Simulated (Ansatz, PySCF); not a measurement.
Species: CHF, net charge 0, singlet state. 
Coordinates optimised at B3LYP-D3(BJ)/def2-TZVP (Ansatz, a program for electronic structure):
SMILES: [CH]F
```xyz
3

C     -0.5669     0.4516    -0.0174
F      0.5297    -0.2636     0.0165
H     -1.3661    -0.3376    -0.0445
```
Charge 0, spin multiplicity 1.

Dipole moments at this geometry, in debye (magnitudes).

| level | program | dipole (D) |
|---|---|---|
| PBE/def2-TZVPD | Ansatz | 1.49 |
| TPSS/def2-TZVPD | PySCF | 1.48 |
| TPSSh/def2-TZVPD | PySCF | 1.49 |
| PW6B95/def2-TZVPD | PySCF | 1.47 |
| CCSD(T)/aug-cc-pVDZ | Ansatz | 1.42 |
